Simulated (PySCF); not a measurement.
# Yb⁶⁴⁺: ionisation energy

Yb⁶⁴⁺ [He] 2s2 2p2 [2p1/2^2, M_J = 0] → Yb⁶⁵⁺ [He] 2s2 2p1 [2p1/2^1, M_J = 1/2], as a difference of total energies. All numbers are calculated (PySCF 2.14, the two-component X2C-1e Hamiltonian, in an even-tempered Gaussian basis (17 s from 48 bohr⁻², ratio 2.4; 13 p from 62 bohr⁻², ratio 2.4; 5 d from 200 bohr⁻², ratio 2.6; 4 f from 310 bohr⁻², ratio 2.6)). Correlated levels: nothing frozen; the 30 highest virtual spinors dropped. "Screened" scales the spin-orbit matrix elements by Boettger's factors to mimic the two-electron term; Breit and QED terms are absent.

| method | ionisation energy (eV) |
| --- | --- |
| GHF (spin-free) | 15456.3 |
| GMP2 (spin-free) | 15456.3 |
| GHF (screened spin-orbit) | 16215.6 |
| GMP2 (screened spin-orbit) | 16217.8 |

Task: How much does correlation contribute at GMP2 (screened spin-orbit)?

Result: 16217.8 − (16215.6) = 2.2 eV, measured against GHF (screened spin-orbit).

For this ion Breit and QED terms and the two-electron picture change, all absent here, outweigh the correlation shift from GHF to GMP2.

The spin-free rows relax to the high-spin LS determinant and lack the spin-orbit shift.

The labels give the starting determinants; with spin-orbit coupling the two ends relaxed to ⟨J²⟩ = 0.00, ⟨L²⟩ = 1.33, ⟨S²⟩ = 1.33 and ⟨J²⟩ = 0.75, ⟨L²⟩ = 2.00, ⟨S²⟩ = 0.75.

For comparison: 16191 ± 24 eV (theoretical estimate listed by NIST; NIST Atomic Spectra Database, ionization energies).
